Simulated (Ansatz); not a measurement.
Gas-phase reaction R1 → 2 P1, each structure at its B3LYP-D3(BJ)/def2-TZVP stationary point, reached from a drawn start (curvature not checked).
R1: H6Sn2 (SMILES [SnH3][SnH3]), charge 0, multiplicity 1.
P1, H3Sn (SMILES [SnH3]) (charge 0, multiplicity 2, Z-matrix in Å and degrees):
```
Sn
H 1 1.7236
H 1 1.7236 2 109.14
H 1 1.7236 2 109.14 3 119.20
```

P less R. No zero-point or thermal terms; singlets are restricted closed shells; open shells are unrestricted; no spin–orbit coupling.

Correlated levels freeze the cores. In cc and def2 sets filled d and f shells under p-block atoms count as core.

The values were computed with Ansatz (a program for electronic structure). Each number belongs to the level named beside it. Elements past Kr take the def2 small-core potentials, without spin–orbit coupling.

Total energies in hartree:

```json
[
 {"structure": "R1", "PBE/def2-TZVPP": "-432.149268", "B3LYP/def2-TZVPP": "-432.331665", "CCSD(T)/def2-QZVPP": "-430.469643"},
 {"structure": "P1", "PBE/def2-TZVPP": "-216.027690", "B3LYP/def2-TZVPP": "-216.120656", "CCSD(T)/def2-QZVPP": "-215.187449"}
]
```

Question: Work out the reaction energy at each level in kcal/mol (1 hartree = 627.50947 kcal/mol), and say how far PBE/def2-TZVPP lies from CCSD(T)/def2-QZVPP.

Answer: 
- PBE/def2-TZVPP: 2 × (-216.027690) − (-432.149268) = 0.093888 hartree = 58.92 kcal/mol
- B3LYP/def2-TZVPP: 2 × (-216.120656) − (-432.331665) = 0.090353 hartree = 56.70 kcal/mol
- CCSD(T)/def2-QZVPP: 2 × (-215.187449) − (-430.469643) = 0.094745 hartree = 59.45 kcal/mol
PBE/def2-TZVPP less CCSD(T)/def2-QZVPP: -0.53 kcal/mol. CCSD(T)/def2-QZVPP is the level counted from, the highest shown, and no exact or measured value.
